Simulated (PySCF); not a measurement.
SMILES CC([CH2])(C)O, doublet (PBE0/def2-SVP optimised geometry):

```
14

C      0.898     0.505     1.165
C      0.289    -0.211     0.000
C      0.684     0.456    -1.319
C     -1.233    -0.269     0.138
O      0.708    -1.570     0.000
H      0.934    -0.005     2.132
H      1.139     1.570     1.122
H      0.325     1.496    -1.369
H      0.257    -0.104    -2.164
H      1.780     0.473    -1.434
H     -1.657    -0.848    -0.697
H     -1.506    -0.772     1.077
H     -1.672     0.739     0.133
H      1.672    -1.570     0.000
```

Level of theory: PySCF with unrestricted PBE0/def2-TZVP.

**Question.** What are the frontier orbital energies (α orbitals alone; a β orbital can be the lowest empty one) and the dipole moment?

**Answer.** HOMO-2 -9.31 eV, HOMO-1 -8.05 eV, HOMO -6.33 eV, LUMO 1.03 eV, LUMO+1 2.14 eV; dipole moment 1.39 D.

On the same geometry PySCF 2.14.0 with unrestricted PBE/def2-TZVP gives HOMO-2 -7.79 eV, HOMO-1 -6.40 eV, HOMO -4.92 eV, LUMO 0.21 eV, LUMO+1 1.27 eV; dipole moment 1.27 D.

Meta-Löwdin charges at PBE0/def2-TZVP: C1 -0.28, C2 0.26, C3 -0.35, C4 -0.34, O5 -0.55, H6 0.12, H7 0.12, H8 0.11, H9 0.12, H10 0.11, H11 0.12, H12 0.12, H13 0.11, H14 0.33.
